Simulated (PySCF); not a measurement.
TiF3, SMILES [F][Ti+]([F])[F], charge +1, multiplicity 1. Geometry optimised at PBE0-D3(BJ)/def2-SVP. The multiplicity is an assumed one; other spin states were not compared. The isomer is the one that the SMILES or the coordinates give; other isomers of the formula were not compared.

These are PySCF 2.14.0 with PBE0-D3(BJ)/def2-SVP values and carry that method's errors.

Harmonic wavenumbers (cm⁻¹): 166, 219, 219, 859, 936, 936. Rotational constants (GHz): 6.366, 6.366, 3.481; symmetry number 3.

Q: Work out the zero-point energy and the ideal-gas rigid-rotor harmonic-oscillator thermochemistry at 298.15 K and 1 atm.

A: ZPE = ½ Σ hcν = ½ × 3335 cm⁻¹ = 4.77 kcal/mol. H − E(el) = 8.29 kcal/mol. Entropy in cal/(mol K): translation 39.86, rotation 23.05, vibration 6.82, total 69.73. G − E(el) = -12.50 kcal/mol. Cp = 14.92 cal/(mol K).
